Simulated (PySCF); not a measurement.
Two species compared at the same levels of theory.

First species: CH₄O₂Si.
InChI=1S/CH4O2Si/c2-1-3-4/h1H,4H3

Second species: C₅H₂F₂N₂.
Cartesian coordinates in Å at the PBE0-D3(BJ)/def2-SVP level; atoms count from 1:
```xyz
11
C5H2F2N2 angstrom
N      3.052   -0.896   -0.139
C      2.097   -0.258    0.006
C      0.993    0.627    0.216
F      1.367    1.842    0.574
C     -0.317    0.334    0.078
C     -1.274    1.362    0.324
N     -2.100    2.155    0.503
C     -0.882   -1.005   -0.314
F      0.093   -1.908   -0.584
H     -1.525   -0.875   -1.203
H     -1.515   -1.381    0.510
```

Levels: PBE0/def2-SVPD for dipole moment, HOMO energy, LUMO energy, HOMO–LUMO gap, static isotropic polarisability and electronic spatial extent ⟨r²⟩ about the centre of nuclear charge; TDDFT PBE0/def2-SVPD for lowest singlet excitation; TDA PBE0/def2-SVPD for lowest triplet excitation (Tamm–Dancoff); ΔSCF PBE0/def2-SVPD for vertical ionisation energy; PBE0-D3(BJ)/def2-SVP for rotational constant A and rotational constant C. Geometries: PBE0-D3(BJ)/def2-SVP. Each species is one conformer at its optimised geometry, gas phase, non-relativistic unless stated; the electronic structure was computed with PySCF and density fitting.

The conformers computed, where there is a choice (atom-mapped SMILES and torsion angles):
- `[O:1]=[CH:2][O:3][SiH3:4]`: O1–C2–O3–Si4 0°
- `[N:1]#[C:2]/[C:3]([F:4])=[C:5](/[C:6]#[N:7])[CH2:8][F:9]`: C3–C5–C8–F9 -3°

Values for the first species:

* Dipole moment: 1.63 D
* HOMO energy: -8.68 eV
* LUMO energy: -0.45 eV
* HOMO–LUMO gap: 8.23 eV
* Lowest singlet excitation: 5.82 eV
* Lowest triplet excitation (Tamm–Dancoff): 5.23 eV
* Static isotropic polarisability: 46.1 au
* Vertical ionisation energy: 11.12 eV
* Electronic spatial extent ⟨r²⟩ about the centre of nuclear charge: 371 bohr²
* Rotational constant A: 15.359 GHz
* Rotational constant C: 3.485 GHz

Q: Estimate the same properties for the second species, and the change in each.

A: 
| property | first | second | second less first |
| --- | --- | --- | --- |
| dipole moment | 1.63 D | 2.14 D | +0.51 D |
| HOMO energy | -8.68 eV | -8.78 eV | -0.10 eV |
| LUMO energy | -0.45 eV | -3.17 eV | -2.72 eV |
| HOMO–LUMO gap | 8.23 eV | 5.61 eV | -2.62 eV |
| lowest singlet excitation | 5.82 eV | 5.36 eV | -0.46 eV |
| lowest triplet excitation (Tamm–Dancoff) | 5.23 eV | 3.03 eV | -2.20 eV |
| static isotropic polarisability | 46.1 au | 73.5 au | +27.4 au |
| vertical ionisation energy | 11.12 eV | 10.72 eV | -0.40 eV |
| electronic spatial extent ⟨r²⟩ about the centre of nuclear charge | 371 bohr² | 1165 bohr² | +794 bohr² |
| rotational constant A | 15.359 GHz | 2.357 GHz | -13.002 GHz |
| rotational constant C | 3.485 GHz | 0.874 GHz | -2.611 GHz |

On the first: In atomic units the dipole is 0.64 e·bohr (1 au = 2.5417 D). The polarisability is 6.83 Å³ as a volume (1 au = 0.148185 Å³), or 1.15 au for each of the 40 electrons.

On the second: No computed singlet falls in the visible range (750 to 380 nm, 1.65 to 3.26 eV); S1 lies 2.10 eV above its blue end. The principal polarisabilities are 44.0, 63.4 and 113.2 au; their mean is the isotropic value.
